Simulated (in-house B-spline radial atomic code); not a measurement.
The numbers below are computed, except where a source is named.
## Ghost states of the separable form: N

N, [He] 2s2 2p3, non-relativistic LDA (VWN5), spherical and spin-unpolarised, from an all-electron radial atomic-structure program (B-spline basis) (atomic units; all potentials screened as in the neutral atom).

Troullier-Martins channels: 2s (ε = -0.6762, r_c = 1.049 bohr), 2p (ε = -0.2663, r_c = 1.416 bohr). In the Kleinman-Bylander form one channel serves as the local potential, and each other channel l becomes |δV u><u δV|/<u|δV|u>, with δV = V_l − V_local and u the pseudo-orbital. Its strength is E_KB = <u|δV²|u>/<u|δV|u>. By the analysis of Gonze, Stumpf and Scheffler a spurious state lies below the reference level ε if E_KB > 0 and ε is above the second level of the local potential alone, or if E_KB < 0 and ε is above its first. The table's levels are those of angular momentum l in a sphere of 9 bohr, whose wall can lift a shallow ε a little above its free-atom value.

```json
{"local": "p", "channel": "s", "<u δV u>": "0.67058", "<u δV² u>": "4.5424", "ε": "-0.6762", "first local level": "-3.1907", "second local level": "-0.0855"}
{"local": "s", "channel": "p", "<u δV u>": "-0.81123", "<u δV² u>": "5.343", "ε": "-0.2663", "first local level": "-0.0378", "second local level": "0.1513"}
```

Question: Apply the rule to each row.

Answer: Local p, channel s: E_KB = +6.77, so ε = -0.6762 is set against -0.0855: no ghost. Local s, channel p: E_KB = -6.59, so ε = -0.2663 is set against -0.0378: no ghost.

Diagonalising the separable Hamiltonian gives:

| local | channel | three lowest levels | all-electron, two lowest valence levels |
| --- | --- | --- | --- |
| p | s | -0.6762, 0.0262, 0.2761 | -0.6762, 0.0261 |
| s | p | -0.2663, 0.0879, 0.3491 | -0.2663, 0.0879 |

Question: Which choices of local channel are safe?

Answer: All are free of ghosts. Among the safe choices the second level, which tests transfer, is off by at most 0.1 millihartree (s local), 0.1 millihartree (p local).
